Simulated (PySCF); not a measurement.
Stepwise substitution at one centre (In F-H). Isolated molecules, 0 K electronic values unless said otherwise. Strings in code marks are SMILES.

The HOMO–LUMO gap from two functionals at the same geometries (CAM-B3LYP-D3(BJ)/def2-TZVP), both in PySCF: PBE-D3(BJ)/def2-TZVP and CAM-B3LYP-D3(BJ)/def2-TZVP. 

```tsv
species	PBE-D3(BJ)/def2-TZVP (eV)
0 of 3 F replaced by H	4.83
1 of 3 F replaced by H (`[F][InH][F]`)	5.46
2 of 3 F replaced by H (`[F][InH2]`)	4.73
3 of 3 F replaced by H (`[InH3]`)	4.36
```

**Question.** What does CAM-B3LYP-D3(BJ)/def2-TZVP give for each?

**Answer.** 
- 0 of 3 F replaced by H: 10.23
- 1 of 3 F replaced by H (`[F][InH][F]`): 10.46
- 2 of 3 F replaced by H (`[F][InH2]`): 9.09
- 3 of 3 F replaced by H (`[InH3]`): 8.44
Over these rows, drawn at random from the members with no instability flagged (it was tested for open shells, ions and some series alone), PBE minus CAM-B3LYP-D3(BJ): mean -4.71 eV, from -5.40 eV to -4.08 eV.
